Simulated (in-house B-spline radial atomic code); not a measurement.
Ionisation energies along the 22-electron series, configuration [Ar] 3d4, as differences of self-consistent energies. NIST's values go from ground level to ground level; the uncertainty of those that are theory runs from under 0.1 % in few-electron ions to several per cent in heavy many-electron ones. Computed with a B-spline radial code for spherical atoms: non-relativistic Hartree-Fock, average of the configuration, point nuclei.

This level leaves out relativity, spin-orbit splitting included, which matters for heavy ions.

```csv
ion,configuration after,ionisation energy (eV),IE/(q+1)² (eV),-ε less Coulomb ΔSCF (eV),tabulated value (eV),computed minus tabulated (eV)
Sr16+,[Ar] 3d3,610.0,2.1107,2.2943,612,-2.0
Zr18+,[Ar] 3d3,742.9,2.0578,2.3118,745,-2.1
Nb19+,[Ar] 3d3,?,?,?,?,?
Mo20+,[Ar] 3d3,887.9,2.0135,2.327,890,-2.1
Tc21+,[Ar] 3d3,?,?,?,?,?
Ru22+,[Ar] 3d3,1045.2,1.9759,2.3403,1048,-2.8
Rh23+,[Ar] 3d3,1128.5,1.9591,2.3463,1131,-2.5
Pd24+,[Ar] 3d3,?,?,?,?,?
Ag25+,[Ar] 3d3,1304.0,1.929,2.3574,1308,-4.0
Cd26+,[Ar] 3d3,1396.4,1.9155,2.3625,1401,-4.6
In27+,[Ar] 3d3,1491.7,1.9027,2.3673,1496,-4.3
```

Problem. Fill in the row of Nb19+.

Solution. ionisation energy (eV): 813.9; IE/(q+1)² (eV): 2.0347; -ε less Coulomb ΔSCF (eV): 2.3197; tabulated value (eV): 816; computed minus tabulated (eV): -2.1.

Problem. Fill in the row of Tc21+.

Solution. ionisation energy (eV): 965.1; IE/(q+1)² (eV): 1.994; -ε less Coulomb ΔSCF (eV): 2.3338; tabulated value (eV): 968; computed minus tabulated (eV): -2.9.

Problem. Fill in the row of Pd24+.

Solution. ionisation energy (eV): 1214.7; IE/(q+1)² (eV): 1.9436; -ε less Coulomb ΔSCF (eV): 2.352; tabulated value (eV): 1218; computed minus tabulated (eV): -3.3.
